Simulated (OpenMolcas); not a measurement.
As.

```
Program             : OpenMolcas
Basis               : ANO-RCC-VTZP [6s5p3d1f]
Scalar Hamiltonian  : DKH3, point nucleus
Active space        : 3 electrons in 3 orbitals (4p)
State averaging     : 2S+1 = 4 odd, 1 root; 2S+1 = 2 odd, 8 roots
Spin-orbit coupling : RASSI with atomic mean-field integrals over the reference wave functions, term energies averaged over their components
```

Two sets of levels on these reference wave functions, in cm-1 above 4s2 4p3 4S* 3/2: one from CASSCF and one from SS-CASPT2, IPEA 0.25 Eh, imaginary shift 0.1 Eh (closed shells correlated: 3d 4s).

| Level | Set 1 | Set 2 |
| --- | --- | --- |
| 4s2 4p3 4S* 3/2 | 0.0 | 0.0 |
| 4s2 4p3 2D* 3/2 | 14530 | 11590 |
| 4s2 4p3 2D* 5/2 | 14710 | 11800 |
| 4s2 4p3 2P* 1/2 | 24280 | 19870 |
| 4s2 4p3 2P* 3/2 | 24520 | 20160 |

Q: Which set is which?

A: Set 2 is SS-CASPT2. Its levels of the other terms of 4s2 4p3 lie at 0.80 to 0.82 of the other set's values, as expected, since terms of lower spin or lower L gain more correlation energy than the Hund ground term. Against 4 measured levels (NIST Handbook of Basic Atomic Spectroscopic Data) the mean absolute deviation is 1300 cm-1 with it and 4900 cm-1 without; single levels miss by up to 1700 cm-1 with it.

CASPT2 does not keep the components of a term degenerate, so their means are used; among the terms shown or strongly mixed into the levels shown the widest spread is 94 cm-1 (4s2 4p3 2D*, SS-CASPT2). With the s shell closed, the reference lacks s² → p² mixing. Without dynamic correlation excited terms often stand tens of per cent too high (terms of higher spin than the ground term too low), and those without a measured partner can miss by more than the paired ones (holds for CASSCF). Computed and measured levels are paired by configuration, term and J; levels that our copy of the source lacks, or whose pairing is in doubt (as where it misses far off the trend of its configuration), stay unpaired and out of the deviations. Only configurations of the active space appear.

* marks odd parity.
